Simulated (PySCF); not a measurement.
C2H7IOSi. Atoms are numbered in the order given.

```xyz
12

C     -1.8387    -0.7947     1.5593
Si    -1.2250     0.0563     0.0000
C     -1.8387    -0.7947    -1.5593
O     -1.5838     1.7016     0.0000
I      1.2497    -0.0178     0.0000
H     -2.9486    -0.7724     1.6034
H     -1.4424    -0.2900     2.4623
H     -1.5151    -1.8547     1.5809
H     -1.4424    -0.2900    -2.4623
H     -1.5151    -1.8547    -1.5809
H     -2.9486    -0.7724    -1.6034
H     -2.5350     1.9105     0.0000
```
Charge 0, spin multiplicity 1.

The structure is a stationary point at PBE-D3(BJ)/def2-SVP. The geometry has at least one imaginary mode, so it is a saddle point at that level. The def2 effective core potentials stand for the cores of I; spin–orbit coupling is left out. The values are those of a single conformer.

Method: PySCF with PBE-D3(BJ)/def2-SVP.

Frequencies are harmonic and unscaled.

### Question
Give all harmonic wavenumbers and intensities. (Estimate from the structure and the level; the computed values follow.)

### Answer

| mode | ν (cm⁻¹) | IR (km/mol) | moving atoms (share of kinetic energy) |
|---|---|---|---|
| 1 | 176i | 100.8 | H 94 % |
| 2 | 148 | 1.0 | C 47 %, H 30 %, O 8 % |
| 3 | 155 | 0.1 | H 38 %, C 33 %, O 18 % |
| 4 | 158 | 0.2 | H 97 % |
| 5 | 170 | 0.0 | H 86 %, C 10 % |
| 6 | 198 | 2.3 | O 42 %, I 24 %, H 18 %, C 16 % |
| 7 | 212 | 0.3 | H 31 %, C 29 %, Si 22 %, O 16 % |
| 8 | 259 | 12.8 | O 39 %, C 22 %, Si 19 %, H 19 % |
| 9 | 350 | 60.4 | Si 58 %, H 18 %, I 11 %, C 10 % |
| 10 | 625 | 46.8 | C 53 %, H 21 %, Si 14 %, O 11 % |
| 11 | 666 | 2.1 | H 62 %, C 31 % |
| 12 | 714 | 0.4 | H 77 %, C 21 % |
| 13 | 735 | 137.2 | H 86 %, C 10 % |
| 14 | 772 | 33.8 | H 45 %, O 33 %, C 15 % |
| 15 | 773 | 101.6 | Si 38 %, H 35 %, C 26 % |
| 16 | 834 | 195.6 | H 64 %, C 18 %, Si 14 % |
| 17 | 900 | 98.1 | Si 39 %, H 31 %, O 24 % |
| 18 | 1212 | 34.8 | H 77 %, C 23 % |
| 19 | 1217 | 17.2 | H 79 %, C 21 % |
| 20 | 1368 | 1.8 | H 96 % |
| 21 | 1373 | 0.9 | H 95 % |
| 22 | 1377 | 5.1 | H 96 % |
| 23 | 1386 | 5.0 | H 96 % |
| 24 | 2970 | 0.5 | H 97 % |
| 25 | 2971 | 5.2 | H 97 % |
| 26 | 3067 | 0.0 | H 91 %, C 9 % |
| 27 | 3068 | 7.5 | H 91 %, C 9 % |
| 28 | 3091 | 0.3 | H 91 %, C 9 % |
| 29 | 3091 | 1.1 | H 91 %, C 9 % |
| 30 | 3748 | 56.0 | H 94 % |
